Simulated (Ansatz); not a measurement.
Compare A (`CCB(O)O`) with its isomer B (`COB(C)O`).

Isolated molecules relaxed with PBE0-D4/def2-TZVP in Ansatz; ΔE leaves out vibrations. CCSD(T)/CBS adds triple-zeta CCSD(T) − MP2 to the extrapolated MP2 energy (def2 sets, frozen cores). Functionals use def2-TZVPP. One conformer a species, not always the lowest.

(1) Which isomer does CCSD(T)/CBS put lower? Give the gap. (Estimate.)

(2) Give E(B) − E(A) in kJ/mol with CCSD(T)/def2-SVP, PBE0-D4, MP2/def2-TZVPP, BLYP-D4, HF/def2-TZVPP, r2SCAN-D4, B2PLYP. (Estimate.)

(3) Does the order hold for the free energy at 298.15 K (harmonic terms from PBE0-D4)? (Best estimate.)

Largest T1 diagnostic: 0.012.

## Answers

(1) Ansatz gave: A, by 46.5 kJ/mol.

(2) Computed: CCSD(T)/def2-SVP 41.7, PBE0-D4 45.3, MP2/def2-TZVPP 49.1, BLYP-D4 36.2, HF/def2-TZVPP 36.7, r2SCAN-D4 42.9, B2PLYP 41.6. None reverses the order clearly.

(3) Computed: Yes: G(B) − G(A) = +41.9 kJ/mol, for one conformer each. Modes under 60 cm⁻¹, often nearly free rotors, make the harmonic entropy too high.

At CCSD(T), def2-SVP lies −4.8 kJ/mol from the extrapolated value and def2-TZVPP −1.6 kJ/mol. From BLYP to BHLYP (50 % exact exchange), in def2-TZVPP and without D4, E(B) − E(A) moves by +3.7 kJ/mol.
